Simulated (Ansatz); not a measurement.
C2H9CuN2 (`C[N](C)[Cu-][NH3+]`), one more setting.

```yaml
crystal:
  periodic: [false, false, false]
  atoms:
    - {symbol: C, position_ang: [-1.646965, 0.663444, 0.727603]}
    - {symbol: N, position_ang: [-0.262505, 0.315462, 0.632892]}
    - {symbol: C, position_ang: [0.247748, -0.109341, 1.900182]}
    - {symbol: Cu, position_ang: [0.524758, -0.140156, -0.937099]}
    - {symbol: N, position_ang: [1.400896, -0.537405, -2.615014]}
    - {symbol: H, position_ang: [-1.814134, 1.471870, 1.465526]}
    - {symbol: H, position_ang: [-2.034640, 1.021927, -0.230596]}
    - {symbol: H, position_ang: [-2.297866, -0.176230, 1.047724]}
    - {symbol: H, position_ang: [0.132874, 0.678043, 2.670163]}
    - {symbol: H, position_ang: [1.314641, -0.344546, 1.842079]}
    - {symbol: H, position_ang: [-0.260985, -1.006882, 2.308634]}
    - {symbol: H, position_ang: [0.890780, -0.133752, -3.394615]}
    - {symbol: H, position_ang: [1.460527, -1.537859, -2.774479]}
    - {symbol: H, position_ang: [2.344891, -0.164585, -2.643002]}
basis:
  gaussian: {orbitals: def2-SVP}
hamiltonian: {xc: {name: r2SCAN}, dispersion: d4}
scf: {lower_state_search: light}
```

```sh
$ ansatz run in.yaml --threads 2 --pin off --events-out ev --progress --plain --max-ram 32768MiB --backend cpu
```

Output, abridged:

```
Functional definition: r2SCAN
1566 factors; their error is unknown
mean field evaluation 1: about -49811.5883 eV, gradient 8.7e1 eV
mean field evaluation 2: about -49663.7947 eV, gradient 3.2e2 eV
mean field evaluation 4: about -49825.1486 eV, gradient 4.9e1 eV
mean field evaluation 8: about -49828.2946 eV, gradient 9.4e-2 eV
mean field evaluation 16: about -49828.2242 eV, gradient 6.3e-5 eV
mean field -49828.22420987 eV, -1831.1534649292 hartree, gradient 6.3e-5 eV, S^2 0.000000; 0 other end points of the search recorded, 0 dependent functions left out
reference -49828.22423018 eV, -1831.1534656758 hartree; 32, 32 occupied and 100, 100 virtual orbitals, 1566 factors
Total energy: -49828.28998920 eV, -1831.1558822752 hartree
```

Run time 3.3 s (2 threads of an AMD EPYC 7R13 on a shared host); peak host memory 0.24 GiB.
